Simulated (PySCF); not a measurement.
From one molecule to another.

First species: C₆H₁₄ClFSi.
SMILES: `CC([C@@](CF)(CCl)[SiH3])C`

Second species: C4H12N2Si3.
InChI=1S/C4H12N2Si3/c5-2-1-3-9-4-8-6(9)7/h9H,1,3-4,8H2,7H3/t9-/m0/s1

Levels: PBE0/pcSseg-1 for dipole moment, HOMO energy, LUMO energy and HOMO–LUMO gap; GFN2-xTB for rotational constant A and rotational constant C. Geometries: GFN2-xTB. Each species is one conformer at its optimised geometry, gas phase, non-relativistic unless stated; the electronic structure was computed with PySCF and density fitting.

The conformers computed, where there is a choice (atom-mapped SMILES and torsion angles):
- `[CH3:1][CH:2]([CH3:3])[C@@:4]([SiH3:5])([CH2:6][F:7])[CH2:8][Cl:9]`: C1–C2–C4–Si5 79°, C2–C4–C6–F7 -162°, C2–C4–C8–Cl9 -59°
- `[N:1]#[C:2][CH2:3][CH2:4][Si@H:5]1[CH2:6][SiH2:7][N:8]1[SiH3:9]`: C2–C3–C4–Si5 -62°, C3–C4–Si5–C6 -152°

| property | column X | column Y |
| --- | --- | --- |
| dipole moment | 4.06 D | 1.95 D |
| HOMO energy | -7.42 eV | -8.12 eV |
| LUMO energy | -0.56 eV | 0.42 eV |
| HOMO–LUMO gap | 6.86 eV | 8.54 eV |
| rotational constant A | 1.496 GHz | 1.241 GHz |
| rotational constant C | 0.551 GHz | 0.764 GHz |

Which column belongs to which species?

Column X is the second species and column Y the first. The first has 23 atoms and 90 electrons, the second 21 and 92.

How does each property change from the first species to the second?

dipole moment +2.11 D; HOMO energy +0.70 eV; LUMO energy -0.98 eV; HOMO–LUMO gap -1.68 eV; rotational constant A +0.255 GHz; rotational constant C -0.213 GHz.

On the first: A dipole of 1.95 D is allowed in C1, and pure rotational transitions are dipole-allowed. The dipole equals about 6.5 × 10⁻³⁰ C·m (1 D = 3.33564 × 10⁻³⁰ C·m).

On the second: The dipole matches unit charges of opposite sign 0.85 Å apart (1 e·Å = 4.8032 D).
